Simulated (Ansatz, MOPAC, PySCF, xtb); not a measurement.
Noncovalent pair: CH4 (SMILES C) (first 5 atoms) with N2 (SMILES N#N); geometry from B3LYP-D3(BJ)/def2-TZVP.
(charge 0, multiplicity 1):
```xyz
7

C      0.025    -0.049    -0.081
H      0.964     0.395     0.245
H     -0.079    -1.041     0.358
H     -0.804     0.579     0.242
H      0.018    -0.129    -1.167
N      0.070    -0.406     3.519
N     -0.194     0.651     3.484
```

Interaction energies are E(AB) − E(A) − E(B) at the monomers' geometry in the complex; basis-set methods are counterpoise corrected. Rows marked so take none.

Correlated levels freeze the cores. Rows in 6-31G* carry no dispersion term and start afresh at each structure (6-31G* with six Cartesian d functions). The state reached by PM3 isn't checked.

Run with Ansatz (a program for electronic structure); MOPAC for PM3 (differences of heats of formation); PySCF for 6-31G* rows, the dispersion terms; xtb for the GFN methods. Values without a source in brackets are computed.

```
level                          interaction energy (kJ/mol)
-----------------------------  ---------------------------
PM3                                                    3.1
GFN1-xTB                                              -1.9
GFN2-xTB                                              -1.9
PBE-D4/def2-TZVPPD                                    -2.1
BP86/6-31G* (no counterpoise)                          1.5
r2SCAN-D4/def2-TZVPPD                                 -1.7
BHLYP/def2-TZVPPD                                      [?]
CAM-B3LYP-D4/def2-TZVPPD                              -1.5
B2PLYP-D4/def2-TZVPPD                                 -1.2
```

Task: Fill in the missing entries.

Result: 
- BHLYP/def2-TZVPPD, interaction energy (kJ/mol): 0.5
